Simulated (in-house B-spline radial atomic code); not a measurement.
BP86 excitations of the lead ion Pb²⁺

Method: BP86. Computed with an all-electron radial atomic-structure program (B-spline basis): linear response of the closed shell [Xe] 4f14 5d10 6s2 with the functional's adiabatic kernel; scalar-relativistic (spin-free one-electron X2C), finite nucleus, no spin-orbit coupling, no double excitations, S, P, D and F terms only; shells from n = 4 respond. Only terms of natural parity with L up to 3 were computed.

Spin-orbit coupling is strong here, so these LS terms don't match observed levels.

Command:
```bash
python run_td.py task.json out
```
Settings (radii: box in bohr, nucleus in fm):
```
Z                        82
electrons                80
configuration            [Xe] 4f14 5d10 6s2
hamiltonian              x2c
method                   b88,p86
box_radius               29.48
rms_radius               5.5012
intervals                72
```

Cost of the run: 2.1 s on 1 thread of Intel(R) Xeon(R) 6975P-C (Granite Rapids) (shared host).

The lowest states, in the order of their Tamm-Dancoff energies; the method's threshold (minus the highest occupied level) is 27.579 eV. Labels give the largest channel, * marks a mixed state, and oscillator strengths are full-response dipole values. Semilocal kernels can invert the small singlet-triplet splittings of Rydberg terms. Energies in eV:

```json
{"state": "6s → 6p 3P", "full response": "9.250", "Tamm-Dancoff": "9.329", "oscillator strength": "-"}
{"state": "6s → 6p 1P", "full response": "11.627", "Tamm-Dancoff": "11.988", "oscillator strength": "1.47"}
{"state": "6s → 7s 3S", "full response": "18.456", "Tamm-Dancoff": "18.460", "oscillator strength": "-"}
{"state": "6s → 7s 1S", "full response": "18.754", "Tamm-Dancoff": "18.777", "oscillator strength": "-"}
{"state": "6s → 6d 3D", "full response": "?", "Tamm-Dancoff": "?", "oscillator strength": "-"}
{"state": "6s → 6d 1D", "full response": "19.485", "Tamm-Dancoff": "19.498", "oscillator strength": "-"}
{"state": "5d → 6p 3P", "full response": "20.086", "Tamm-Dancoff": "20.117", "oscillator strength": "-"}
{"state": "5d → 6p 3F", "full response": "20.145", "Tamm-Dancoff": "20.173", "oscillator strength": "-"}
{"state": "5d → 6p 1F", "full response": "20.633", "Tamm-Dancoff": "20.636", "oscillator strength": "-"}
{"state": "6s → 7p 1P", "full response": "?", "Tamm-Dancoff": "?", "oscillator strength": "?"}
```

Task: Where does 6s → 6d 3D lie?

Result: At 19.342 eV in full response, 19.355 eV in Tamm-Dancoff.

Task: Where does 6s → 7p 1P lie?

Result: At 20.922 eV in full response, 20.933 eV in Tamm-Dancoff, oscillator strength 0.189.

Task: How large is the singlet-triplet splitting of 6s → 6p (P terms) in Tamm-Dancoff?

Result: 2.66 eV, from the unrounded values.

Task: What polarisabilities and dispersion coefficient does the method give?

Result: Dipole 13.32 bohr³, quadrupole 45.54 bohr⁵, C6 92.87 hartree·bohr⁶ for two such species.
